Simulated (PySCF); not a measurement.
## Telling isomers of C3H4F3NSi apart by NMR

Theoretical values (PySCF 2.14): GFN2-xTB structure, GIAO PBE0/pcSseg-1 shieldings. One conformer, rapidly exchanging positions averaged, no solvent, no relativistic terms.

δ = σ(ref) − σ, references computed at the same level: ¹H, ¹³C vs TMS. Splittings of carbon signals by F and P are missing where no couplings were computed. Where no couplings were computed, multiplicities follow the n + 1 count of equivalent neighbours, and m marks all less simple cases (inequivalent or close neighbours, rings, F or P nearby). Shifts are as computed. Against solution values, carbons near 30 ppm lie about +3 ppm off and those near 130 ppm about +5 ppm. Of 1211 compounds with measured shifts, 218 miss one by over three times the rms of a fit or turn the order of signals round; such compounds aren't used in these exercises. OH and NH positions are gas-phase values without hydrogen bonding to other molecules.

(1) Tabulate the signals of `C[C@@H](C#N)[Si](F)(F)F`, `[H]/N=C\C=C\[Si](F)(F)F`, `N#C[C@H]([SiH3])C(F)(F)F` and their relative energies.

(2) What is the quickest way to tell C[C@@H](C#N)[Si](F)(F)F from [H]/N=C\C=C\[Si](F)(F)F?

(3) What is the quickest way to tell C[C@@H](C#N)[Si](F)(F)F from N#C[C@H]([SiH3])C(F)(F)F?

(4) What is the quickest way to tell [H]/N=C\C=C\[Si](F)(F)F from N#C[C@H]([SiH3])C(F)(F)F?

Results:

(1) 
```json
{"SMILES": "C[C@@H](C#N)[Si](F)(F)F", "carbon types": "1×C 1×CH 1×CH3", "δC": "120.8, 13.9, 9.6", "δH": "2.20 (m, 1H), 1.55 (d, 3H)", "E rel. (kcal/mol)": "0.0"}
{"SMILES": "[H]/N=C\\C=C\\[Si](F)(F)F", "carbon types": "3×CH", "δC": "173.1, 158.6, 127.8", "δH": "11.61 (br s, 1H), 8.22 (d, 1H), 6.47 (m, 1H), 5.89 (m, 1H)", "E rel. (kcal/mol)": "14.9"}
{"SMILES": "N#C[C@H]([SiH3])C(F)(F)F", "carbon types": "2×C 1×CH", "δC": "134.7, 118.1, 21.7", "δH": "4.27 (d, 3H), 2.77 (m, 1H)", "E rel. (kcal/mol)": "122.0"}
```

Energies are electronic energies at PBE0/pcSseg-1 on these geometries, without zero-point or thermal terms, each for the one conformer computed, which needn't be the lowest.

(2) Both give the same number of carbon signals, but DEPT or the intensities differ. The first has a nitrile carbon (C) at 120.8 ppm, the second a C=N carbon (CH) at 173.1 ppm. In the proton spectra the most deshielded non-exchanging signals are 2.20 (m, 1H) and 8.22 (d, 1H).

(3) Both give the same number of carbon signals, but DEPT or the intensities differ. The first has a methyl carbon (CH3) at 13.9 ppm, the second a CF3 carbon (C) at 134.7 ppm. Their most deshielded carbons lie at 120.8 and 134.7 ppm. In the proton spectra the most deshielded non-exchanging signals are 2.20 (m, 1H) and 4.27 (d, 3H).

(4) Both give the same number of carbon signals, but DEPT or the intensities differ. The first has a C=N carbon (CH) at 173.1 ppm, the second a CF3 carbon (C) at 134.7 ppm. In the proton spectra the most deshielded non-exchanging signals are 8.22 (d, 1H) and 4.27 (d, 3H).
